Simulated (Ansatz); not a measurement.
Start from `[SH][Zr]([SH])([SH])[SH]` and change one atom or group to get `[OH][Zr]([SH])([SH])[SH]`.

Ansatz, PBE0-D4/def2-TZVP geometries, multiplicity 1. Each molecule was computed in one conformer, which needn't be the lowest.

Elements past krypton have def2 core potentials.

```json
{"property": "zero-point energy (PBE0-D4/def2-TZVP) / kJ/mol", "`[SH][Zr]([SH])([SH])[SH]`": "91.1"}
{"property": "LUMO energy (B3LYP/def2-TZVPP) / eV", "`[SH][Zr]([SH])([SH])[SH]`": "-2.61"}
{"property": "HOMO energy (PBE0/def2-TZVPP) / eV", "`[SH][Zr]([SH])([SH])[SH]`": "-7.89"}
{"property": "HOMO–LUMO gap (PBE/def2-TZVPP) / eV", "`[SH][Zr]([SH])([SH])[SH]`": "3.49"}
{"property": "size of the dipole moment (PBE/def2-TZVPP) / D", "`[SH][Zr]([SH])([SH])[SH]`": "0.00"}
{"property": "HOMO–LUMO gap (B3LYP/def2-TZVPP) / eV", "`[SH][Zr]([SH])([SH])[SH]`": "5.02"}
```

(1) Give the same properties after the change, and the shifts. (An estimate is asked.)

Results:

(1) The calculation gave: 
```tsv
property	`[OH][Zr]([SH])([SH])[SH]`	shift
zero-point energy (PBE0-D4/def2-TZVP) / kJ/mol	101.4	10.3
LUMO energy (B3LYP/def2-TZVPP) / eV	-2.08	0.53
HOMO energy (PBE0/def2-TZVPP) / eV	-7.52	0.37
HOMO–LUMO gap (PBE/def2-TZVPP) / eV	3.66	0.17
size of the dipole moment (PBE/def2-TZVPP) / D	2.95	2.95
HOMO–LUMO gap (B3LYP/def2-TZVPP) / eV	5.19	0.17
```

With PBE0 the HOMO rises by 0.37 eV and the LUMO rises by 0.54 eV, so the gap widens by about 0.17 eV. PBE moves the HOMO by 0.36 eV and ωB97M-V by 0.38 eV.

B3LYP here is the variant with VWN-RPA as its local correlation; programs differ in this.
